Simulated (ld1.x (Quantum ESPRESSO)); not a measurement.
**V (Z = 23) RRKJ: all-electron and pseudo phase curves**

vanadium, norm-conserving RRKJ (Kleinman–Bylander form), made with ld1.x (Quantum ESPRESSO) 7.5 (LDA (PZ), fully relativistic). Core [Ne], reference 3s2 3p6 3d3 4s2 4p0. Waves: 3s (bound): rc 1.25 bohr; 3p (bound): rc 1.00 bohr; 3d (bound): rc 1.80 bohr. Local part: the d channel. Core correction: a·sin(br)/r model core, default radius (core density twice the valence density).

Open shells are filled in proportion to 2j + 1 (rel_dist='average').

Occupied shells without a wave of their own: 4s. They enter only through the test configuration that unscreens the potential, and ld1.x also counts them in the model core charge.

The phase is arctan(r·u′/u) with u = r·R(r), unwrapped; energies in Ry, scanned from -7 to 5 Ry. A pole is an energy at which the radial function vanishes at the test radius. The pseudo phase is shifted by a multiple of π to meet the all-electron one at the reference energy, and phase errors are pseudo minus all-electron; the curves can meet again beyond the range given. Levels narrower than the energy grid can be missing from the lists of poles.

Question: For each channel, where are the poles, and over which energies does the pseudopotential scatter like the atom?

Answer:

```json
{"channel": "s", "radius (bohr)": "1.96", "reference energy (Ry)": "-5.13", "poles, all-electron": "-4.91", "poles, pseudo": "-4.91, 3.88", "unbroken range about the reference energy with phases within 0.05 rad": "below 0.9", "phase error 1 Ry above the reference energy (rad)": "+0.004"}
{"channel": "p1/2", "radius (bohr)": "1.96", "reference energy (Ry)": "-3.27", "poles, all-electron": "-2.93", "poles, pseudo": "-2.92", "unbroken range about the reference energy with phases within 0.05 rad": "below 0.4", "phase error 1 Ry above the reference energy (rad)": "+0.006"}
{"channel": "p3/2", "radius (bohr)": "1.96", "reference energy (Ry)": "-3.21", "poles, all-electron": "-2.85", "poles, pseudo": "-2.85", "unbroken range about the reference energy with phases within 0.05 rad": "below 0.5", "phase error 1 Ry above the reference energy (rad)": "+0.006"}
{"channel": "d3/2", "radius (bohr)": "1.96", "reference energy (Ry)": "-0.40", "poles, all-electron": "0.34", "poles, pseudo": "0.38", "unbroken range about the reference energy with phases within 0.05 rad": "below 1.7", "phase error 1 Ry above the reference energy (rad)": "+0.020"}
{"channel": "d5/2", "radius (bohr)": "1.96", "reference energy (Ry)": "-0.39", "poles, all-electron": "0.34", "poles, pseudo": "0.38", "unbroken range about the reference energy with phases within 0.05 rad": "below 1.7", "phase error 1 Ry above the reference energy (rad)": "+0.017"}
```

ld1.x takes every shell without a wave as core, so the model core holds the 4s electrons as well and exchange and correlation see them twice. This cancels in the reference configuration, but the file is broken for other ones, and its errors say nothing about a proper core correction.

Phases in the d5/2 channel:

| E (Ry) | all-electron | pseudo |
| --- | --- | --- |
| -7.00 | 1.376 | 1.378 |
| -6.74 | 1.372 | 1.374 |
| -6.48 | 1.368 | 1.370 |
| -6.22 | 1.364 | 1.366 |
| -5.96 | 1.359 | 1.361 |
| -5.70 | 1.354 | 1.356 |
| -5.44 | 1.349 | 1.351 |
| -5.18 | 1.343 | 1.345 |
| -4.92 | 1.337 | 1.339 |
| -4.66 | 1.329 | 1.332 |
| -4.40 | 1.322 | 1.325 |
| -4.14 | 1.313 | 1.317 |
| -3.88 | 1.304 | 1.308 |
| -3.62 | 1.293 | 1.297 |
| -3.36 | 1.280 | 1.285 |
| -3.10 | 1.266 | 1.271 |
| -2.84 | 1.249 | 1.255 |
| -2.58 | 1.228 | 1.235 |
| -2.32 | 1.203 | 1.210 |
| -2.06 | 1.170 | 1.178 |
| -1.80 | 1.125 | 1.135 |
| -1.54 | 1.060 | 1.071 |
| -1.28 | 0.955 | 0.968 |
| -1.02 | 0.759 | 0.774 |
| -0.76 | 0.313 | 0.323 |
| -0.50 | -0.546 | -0.552 |
| -0.24 | -1.152 | -1.154 |
| 0.02 | -1.413 | -1.407 |
| 0.28 | -1.546 | -1.536 |
| 0.54 | -1.630 | -1.615 |
| 0.80 | -1.692 | -1.670 |
| 1.06 | -1.742 | -1.714 |
| 1.32 | -1.787 | -1.752 |
| 1.58 | -1.831 | -1.787 |
| 1.84 | -1.877 | -1.821 |
| 2.10 | -1.928 | -1.855 |
| 2.36 | -1.988 | -1.893 |
| 2.62 | -2.061 | -1.933 |
| 2.88 | -2.155 | -1.981 |
| 3.14 | -2.283 | -2.037 |
| 3.40 | -2.463 | -2.105 |
| 3.66 | -2.718 | -2.192 |
| 3.92 | -3.057 | -2.304 |
| 4.18 | -3.429 | -2.455 |
| 4.44 | -3.750 | -2.656 |
| 4.70 | -3.985 | -2.917 |
| 4.96 | -4.149 | -3.220 |
